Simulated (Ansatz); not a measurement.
One group Y is varied and pulled off as a radical: Y-SnCl3. Isolated molecules, 0 K electronic values unless said otherwise. Each species was relaxed from one start; no search for lower structures was made at this level. In the def2 sets, heavy atoms carry core potentials. Strings in code marks are SMILES.

All values below come from B3LYP-D3(BJ)/def2-TZVP // PBE0-D3(BJ)/def2-SVP in Ansatz (an electronic-structure program). All candidates: neutral, multiplicity 1. B3LYP has the VWN-RPA correlation part, as in Gaussian. 

- dipole moment: 2.31 D
- HOMO–LUMO gap: 6.23 eV
- LUMO: -2.92 eV

Q: Name which member has these values.
(A) `FC(F)(F)[CH2][Sn]([Cl])([Cl])[Cl]`
(B) `C[CH2][Sn]([Cl])([Cl])[Cl]`
(C) `C=[CH][Sn]([Cl])([Cl])[Cl]`
(D) `[CH3][Sn]([Cl])([Cl])[Cl]`

A: A, `FC(F)(F)[CH2][Sn]([Cl])([Cl])[Cl]`. The others give `[CH3][Sn]([Cl])([Cl])[Cl]`: 3.49 D, 6.29 eV, -2.54 eV; `C[CH2][Sn]([Cl])([Cl])[Cl]`: 3.92 D, 6.02 eV, -2.48 eV; `C=[CH][Sn]([Cl])([Cl])[Cl]`: 3.65 D, 6.23 eV, -2.56 eV
